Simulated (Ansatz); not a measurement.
Computed with Ansatz on PBE0-D4/def2-TZVP structures; ΔE is electronic, products minus reactants. CBS: MP2 limit from def2 TZ/QZ plus the TZ coupled-cluster correction, frozen cores. DFT in def2-TZVPP. B3LYP here is the variant with VWN-RPA as its local correlation; programs differ in this. One conformer a species, not always the lowest.

Reaction (ligand exchange at the Si–N bond): `CC(C)N([SiH3])C(C)C` + `C[SiH2]BO` → `C[SiH2]BO[SiH3]` + `CC(C)NC(C)C`

`CC(C)N([SiH3])C(C)C`:

Z-matrix (Å, degrees):
```
C
C 1 1.523
H 1 1.093 2 110.7
H 1 1.093 2 111.0 3 -119.8
H 1 1.091 2 110.6 3 119.6
N 2 1.462 1 111.7 3 -63.4
C 2 1.524 1 111.3 3 62.9
H 2 1.095 1 107.4 3 179.7
Si 6 1.717 2 122.6 1 77.3
C 6 1.460 2 117.4 1 -115.8
H 7 1.095 2 111.0 1 -62.2
H 7 1.092 2 111.0 1 177.7
H 7 1.093 2 111.0 1 57.0
H 9 1.496 6 115.4 2 86.7
H 9 1.488 6 108.0 2 -153.9
H 9 1.487 6 109.9 2 -33.9
C 10 1.524 6 112.1 2 63.0
C 10 1.526 6 112.9 2 -63.9
H 10 1.097 6 105.9 2 179.2
H 17 1.093 10 110.6 6 175.7
H 17 1.091 10 110.6 6 55.5
H 17 1.093 10 111.5 6 -64.9
H 18 1.092 10 110.8 6 -55.7
H 18 1.093 10 111.4 6 64.6
H 18 1.093 10 110.7 6 -175.9
```

`C[SiH2]BO`:

Z-matrix (Å, degrees):
```
C
Si 1 1.877
H 1 1.092 2 110.6
H 1 1.092 2 110.5 3 119.2
H 1 1.092 2 111.4 3 -120.4
B 2 2.027 1 113.8 3 -59.9
H 2 1.495 1 110.0 3 62.1
H 2 1.495 1 110.0 3 178.3
O 6 1.354 2 118.7 1 -0.7
H 6 1.207 2 122.5 1 179.4
H 9 0.962 6 113.7 2 -179.9
```

`C[SiH2]BO[SiH3]`:

```xyz
14

C    -2.186   -1.781   -0.055
Si   -0.532   -1.318    0.709
B     0.398    0.165   -0.323
O     1.116    1.107    0.327
Si    2.005    2.398   -0.217
H    -2.885   -0.942   -0.011
H    -2.638   -2.625    0.469
H    -2.061   -2.059   -1.104
H     0.367   -2.514    0.672
H    -0.715   -0.960    2.146
H     0.347    0.220   -1.532
H     1.945    2.467   -1.700
H     1.436    3.628    0.382
H     3.403    2.213    0.237
```

`CC(C)NC(C)C`:

Z-matrix (Å, degrees):
```
C
C 1 1.518
H 1 1.096 2 110.5
H 1 1.091 2 110.5 3 119.6
H 1 1.092 2 111.2 3 -119.4
N 2 1.455 1 108.1 3 -64.8
C 2 1.526 1 110.9 3 61.8
H 2 1.096 1 107.7 3 179.9
C 6 1.454 2 118.0 1 -179.6
H 6 1.014 2 108.9 1 55.2
H 7 1.095 2 110.5 1 -62.3
H 7 1.092 2 112.0 1 177.3
H 7 1.093 2 110.8 1 57.2
C 9 1.519 6 110.7 2 64.5
C 9 1.518 6 108.2 2 -174.0
H 9 1.104 6 112.0 2 -55.7
H 14 1.092 9 112.1 6 -64.5
H 14 1.093 9 110.1 6 55.9
H 14 1.092 9 110.3 6 175.8
H 15 1.092 9 110.9 6 179.0
H 15 1.094 9 111.1 6 59.2
H 15 1.093 9 110.2 6 -60.5
```

```
             level  ΔE (kcal/mol)  difference from CCSD(T)/CBS
            PBE-D4           -8.6                          2.3
           PBE0-D4           -9.3                          1.6
          B3LYP-D4          -10.2                          0.7
            B2PLYP          -12.9                         -2.0
              PBE0          -11.7                         -0.8
             B3LYP          -14.4                         -3.5
     HF/def2-TZVPP          -17.5                         -6.6
    MP2/def2-TZVPP           -9.9                          1.0
SCS-MP2/def2-TZVPP          -11.3                         -0.4
   CCSD/def2-TZVPP          -11.5                         -0.6
CCSD(T)/def2-TZVPP          -10.5                          0.4
     HF/def2-QZVPP          -17.8                         -6.9
    MP2/def2-QZVPP          -10.3                          0.6
SCS-MP2/def2-QZVPP          -11.6                         -0.7
      HF/CBS(def2)          -17.8                         -6.9
    CCSD/CBS(def2)          -12.0                         -1.1
       CCSD(T)/CBS          -10.9                            0
```

Largest T1 diagnostic among the species: 0.013.

In def2-TZVPP, CCSD(T) changes the Hartree–Fock value by +7.0 kcal/mol (the triples alone add +1.0 kcal/mol) and MP2 by +7.6 kcal/mol. The D4 term adds +4.1 kcal/mol with B3LYP and +2.4 kcal/mol with PBE0; it sums over pairs of atoms, weighted by their polarisabilities, and B3LYP, whose exchange is more repulsive, gets the larger term.

CCSD(T)/CBS has its own doubt, a few kJ/mol and more with outer-core shells, so smaller differences from it don't rank the levels.
